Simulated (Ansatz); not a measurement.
Geometry optimisation, RKS PBE0-D4/def2-SVP in Ansatz.

input.yaml

```yaml
crystal:
  periodic: [false, false, false]
  atoms:
    - { symbol: Ge, position_ang: [-0.84193, 8.4e-05, 0.283618] }
    - { symbol: H, position_ang: [1.499376, -0.000171, 1.731743] }
    - { symbol: Cl, position_ang: [2.522504, 6.3e-05, 0.880567] }
    - { symbol: Cl, position_ang: [-1.090121, 1.679311, -1.094141] }
    - { symbol: Cl, position_ang: [-1.09003, -1.679286, -1.093987] }
basis:
  gaussian: { orbitals: def2-SVP }
hamiltonian:
  xc: pbe0
  dispersion: d4
relax:
  f_tol: 0.03
  max_steps: 50
```

Command:

```bash
$ ansatz run input.yaml --threads 2 --pin off --max-ram 3072MiB --backend cpu --events-out ev --progress --plain --runs-dir out
```

Task: Where does it end, and by what steps?

Result: The forces met the threshold. After 10 steps the energy has fallen by 0.145 eV; Cl3 moved furthest, 0.59 Å.

```csv
step,energy less start (eV),largest force component (eV/Å),accepted
0,0.0000,1.037,yes
1,-0.0107,1.435,yes
2,-0.0589,1.349,yes
3,-0.0918,1.024,yes
4,-0.0866,1.532,no
5,-0.1281,0.419,yes
6,-0.1428,0.085,yes
7,-0.1353,0.477,no
8,-0.1438,0.044,yes
9,-0.1434,0.191,no
10,-0.1448,0.007,yes
```

```xyz
5
Properties=species:S:1:pos:R:3
Ge -1.031 0.000 0.293
H 1.920 0.000 1.969
Cl 1.969 0.000 0.682
Cl -0.929 1.685 -1.118
Cl -0.929 -1.685 -1.118
```

Whether the end is a true minimum wasn't checked by a vibrational analysis.

The run took 41 s on 2 threads of Intel(R) Xeon(R) Platinum 8259CL CPU @ 2.50GHz (Skylake/Cascade Lake), on a shared host, peak memory 0.22 GiB.
